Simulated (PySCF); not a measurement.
# Cost of excited-state runs on `InChI=1S/C6H3ClF2/c1-3-4(6(7)9)2-5(3)8/h2H,1H2/b6-4+`

Geometry:
```csv
atom,x (Å),y (Å),z (Å)
C1,1.361,-1.573,-0.235
C2,0.769,-0.383,-0.347
C3,-0.503,0.242,0.075
F4,-1.520,-0.257,0.742
C5,-0.233,1.460,-0.466
C6,1.077,0.960,-0.954
C7,2.083,1.493,-1.649
F8,2.062,2.756,-2.071
Cl9,3.527,0.655,-2.099
H10,0.864,-2.392,0.291
H11,2.348,-1.753,-0.663
H12,-0.747,2.417,-0.530
```

PySCF with density fitting, on 1 thread of an Arm Neoverse V1, shared host. Command: `OMP_NUM_THREADS=1 python excited_run.py task.json out`

(1) How long does each of these runs take, and how much memory?
- excited-state relaxation, B3LYP/def2-SVP; state S1; TDDFT; grid level 1
- excited-state relaxation, B3LYP/def2-SVP; state T1; UKS; grid level 1

Results:

(1) 
| run | level | basis functions | wall time | peak memory (GiB) |
| --- | --- | --- | --- | --- |
| excited-state relaxation | B3LYP/def2-SVP | 145 | 5.9 min | 1.1 |
| excited-state relaxation | B3LYP/def2-SVP | 145 | 3.3 min | 0.86 |

Times from a shared host are rough.
